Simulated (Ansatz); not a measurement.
Consider the redistribution: `[NH2][GeH2][CH]=O` + `N[SiH2][S][GeH2][NH2]` → `[NH2][GeH2][S][GeH2][NH2]` + `N[SiH2]C=O`.

Calculated with Ansatz (gas phase, PBE0-D4/def2-TZVP geometries, no zero-point term in ΔE). CCSD(T)/CBS is the MP2 limit (def2-TZVPP, def2-QZVPP) plus CCSD(T) − MP2 in def2-TZVPP, frozen cores. Functionals use def2-TZVPP. B3LYP here is the variant with VWN-RPA as its local correlation; programs differ in this. For Ge outer-core shells are correlated without core-valence functions, which leaves a few kJ/mol of doubt a bond. Scalar relativity is left out up to krypton. One conformer a species, not always the lowest.

**Question.** Is it downhill or uphill in electronic energy at CCSD(T)/CBS, and by how much? (Best estimate.)

**Answer.** Ansatz gave: Nearly level: ΔE = 0.00 eV.

**Question.** What do these levels give: r2SCAN-D4, PBE0-D4, B3LYP-D4, B2PLYP, PBE, PBE0, SCS-MP2/def2-TZVPP, CCSD/def2-TZVPP, HF/def2-QZVPP, MP2/def2-QZVPP, SCS-MP2/def2-QZVPP, CCSD/CBS(def2)? (An estimate is asked.)

**Answer.** The calculation gave: r2SCAN-D4 0.02, PBE0-D4 0.02, B3LYP-D4 0.00, B2PLYP 0.00, PBE 0.02, PBE0 0.02, SCS-MP2/def2-TZVPP 0.01, CCSD/def2-TZVPP 0.01, HF/def2-QZVPP -0.01, MP2/def2-QZVPP 0.01, SCS-MP2/def2-QZVPP 0.01, CCSD/CBS(def2) 0.00 eV.

Largest T1 diagnostic among the species: 0.014.
